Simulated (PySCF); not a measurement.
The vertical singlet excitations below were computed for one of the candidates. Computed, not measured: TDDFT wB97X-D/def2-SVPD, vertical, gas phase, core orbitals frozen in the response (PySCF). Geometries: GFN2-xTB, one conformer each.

```tsv
state	E (eV)	f
S1	4.15	0.0001
S2	7.10	0.012
S3	7.60	0.299
S4	8.02	0.111
S5	8.37	0.060
S6	8.40	0.050
S7	8.60	0.0097
S8	8.72	0.0030
```

Triplets computed (Tamm–Dancoff): 3.59, 5.22, 6.88 eV.

Orbital energies (eV): HOMO-3 -12.51, HOMO-2 -12.35, HOMO-1 -10.82, HOMO -9.25, LUMO 0.79, LUMO+1 2.24, LUMO+2 2.70.

Task: Which candidate is it?
A. `C=N[Si@@H](C)F`
B. `[SiH3]N[SiH]([SiH3])[SiH3]`
C. `F[Si]([SiH3])([SiH3])N[SiH3]`
D. `CCN[SiH2]CC`
E. `N[Si](F)([SiH3])[SiH3]`

Result: A. Its S1, at 4.15 eV, is the lowest among the candidates; the nearest of the others has S1 at 4.89 eV. S1 is HOMO→LUMO (98%). Löwdin shares by element: HOMO nitrogen 58%, carbon 18% or more, silicon 7%, hydrogen 7% or more; LUMO carbon 42% or more, nitrogen 34%, hydrogen 13% or more. At the same level the other candidates give, for their lowest levels:
- `N[Si](F)([SiH3])[SiH3]`: 5.30 eV (f 0.051); 5.55 eV (f 0.026); 6.89 eV (f 0.037); 7.00 eV (f 0.079); 7.36 eV (f 0.123); T1 4.71 eV; HOMO -9.02, LUMO 0.76 eV
- `F[Si]([SiH3])([SiH3])N[SiH3]`: 4.89 eV (f 0.007); 5.44 eV (f 0.066); 6.51 eV (f 0.013); 6.88 eV (f 0.022); 6.94 eV (f 0.009); T1 4.47 eV; HOMO -8.90, LUMO 0.54 eV
- `[SiH3]N[SiH]([SiH3])[SiH3]`: 5.26 eV (f 0.002); 5.79 eV (f 0.083); 6.73 eV (f 0.014); 6.80 eV (f 0.009); 7.08 eV (f 0.137); T1 4.88 eV; HOMO -8.84, LUMO 0.91 eV
- `CCN[SiH2]CC`: 6.24 eV (f 0.006); 6.75 eV (f 0.001); 7.31 eV (f 0.015); 7.48 eV (f 0.057); 7.87 eV (f 0.010); T1 6.04 eV; HOMO -8.49, LUMO 2.26 eV

The values belong to the conformer `[CH2:1]=[N:2][Si@@H:3]([CH3:4])[F:5]`: C1–N2–Si3–C4 -115°.
